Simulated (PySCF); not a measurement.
Parent: `[CH3:1][O:2][c:3]1[cH:4][cH:5][o:6][c:7]1[C:8](=[O:9])[Br:10]` with C1–O2–C3–C4 0°, O6–C7–C8–O9 -179°, C6H5BrO3.

Level of theory: PBE0-D3(BJ)/def2-SVP geometry optimisation, gas phase (PySCF). One conformer each, not checked by frequencies here.

```
coordinate of the parent    value
                   C1–O2  1.407 Å
                   O2–C3  1.323 Å
                   C3–C4  1.426 Å
                   C4–C5  1.369 Å
                   C5–O6  1.328 Å
                   O6–C7  1.359 Å
                   C7–C8  1.440 Å
                   C8=O9  1.188 Å
                 C8–Br10  1.971 Å
                   C3–C7  1.391 Å
                C1–O2–C3   117.5°
                O2–C3–C4   129.5°
                O2–C3–C7   124.2°
                C4–C3–C7   106.3°
                C3–C4–C5   105.1°
                C4–C5–O6   111.8°
                C5–O6–C7   107.9°
                O6–C7–C8   121.9°
                C3–C7–O6   108.9°
                C3–C7–C8   129.2°
                C7–C8–O9   126.3°
              C7–C8–Br10   113.2°
              O9–C8–Br10   120.5°
```

Q: How does the shared frame change in `[CH3:1][S:2][c:3]1[cH:4][cH:5][o:6][c:7]1[C:8](=[O:9])[Br:10]` with C1–S2–C3–C4 0°, O6–C7–C8–O9 180°, C6H5BrO2S? Atoms pair as C3 = C3, C4 = C4, C5 = C5, O6 = O6, C7 = C7, C8 = C8, O9 = O9, Br10 = Br10 (parent first).

A: 
| parent | relative | value in the relative | change |
| --- | --- | --- | --- |
| C3–C4 | C3–C4 | 1.428 Å | +0.002 |
| C4–C5 | C4–C5 | 1.368 Å | -0.001 |
| C5–O6 | C5–O6 | 1.332 Å | +0.004 |
| O6–C7 | O6–C7 | 1.356 Å | -0.003 |
| C7–C8 | C7–C8 | 1.439 Å | -0.001 |
| C8=O9 | C8=O9 | 1.193 Å | +0.005 |
| C8–Br10 | C8–Br10 | 1.954 Å | -0.017 |
| C3–C7 | C3–C7 | 1.389 Å | -0.002 |
| C4–C3–C7 | C4–C3–C7 | 105.2° | -1.1 |
| C3–C4–C5 | C3–C4–C5 | 105.7° | +0.6 |
| C4–C5–O6 | C4–C5–O6 | 111.6° | -0.2 |
| C5–O6–C7 | C5–O6–C7 | 107.3° | -0.6 |
| O6–C7–C8 | O6–C7–C8 | 122.4° | +0.5 |
| C3–C7–O6 | C3–C7–O6 | 110.1° | +1.2 |
| C3–C7–C8 | C3–C7–C8 | 127.5° | -1.7 |
| C7–C8–O9 | C7–C8–O9 | 124.3° | -2.0 |
| C7–C8–Br10 | C7–C8–Br10 | 114.4° | +1.2 |
| O9–C8–Br10 | O9–C8–Br10 | 121.3° | +0.8 |

Of the parent's bonds, C8–Br10 changes most (-0.017 Å). Bonds of the relative outside the shared frame: C1–S2 1.804, S2–C3 1.733 Å. Point group Cs → Cs.

Q: How does the shared frame change in `[O:1]=[C:2]([Br:3])[c:4]1[o:5][cH:6][cH:7][c:8]1[Cl:9]` with O1–C2–C4–O5 180°, C5H2BrClO2? Atoms pair as C3 = C8, C4 = C7, C5 = C6, O6 = O5, C7 = C4, C8 = C2, O9 = O1, Br10 = Br3 (parent first).

A: 
| parent | relative | value in the relative | change |
| --- | --- | --- | --- |
| C3–C4 | C8–C7 | 1.421 Å | -0.005 |
| C4–C5 | C7–C6 | 1.367 Å | -0.002 |
| C5–O6 | C6–O5 | 1.335 Å | +0.007 |
| O6–C7 | O5–C4 | 1.351 Å | -0.008 |
| C7–C8 | C4–C2 | 1.451 Å | +0.011 |
| C8=O9 | C2=O1 | 1.187 Å | -0.001 |
| C8–Br10 | C2–Br3 | 1.956 Å | -0.015 |
| C3–C7 | C8–C4 | 1.383 Å | -0.008 |
| C4–C3–C7 | C7–C8–C4 | 106.7° | +0.4 |
| C3–C4–C5 | C8–C7–C6 | 105.1° | 0.0 |
| C4–C5–O6 | C7–C6–O5 | 111.3° | -0.5 |
| C5–O6–C7 | C6–O5–C4 | 108.1° | +0.2 |
| O6–C7–C8 | O5–C4–C2 | 121.2° | -0.7 |
| C3–C7–O6 | C8–C4–O5 | 108.9° | 0.0 |
| C3–C7–C8 | C8–C4–C2 | 129.9° | +0.7 |
| C7–C8–O9 | C4–C2–O1 | 125.3° | -1.0 |
| C7–C8–Br10 | C4–C2–Br3 | 113.5° | +0.3 |
| O9–C8–Br10 | O1–C2–Br3 | 121.1° | +0.6 |

Of the parent's bonds, C8–Br10 changes most (-0.015 Å). Bonds of the relative outside the shared frame: C8–Cl9 1.696 Å. Point group Cs → Cs.
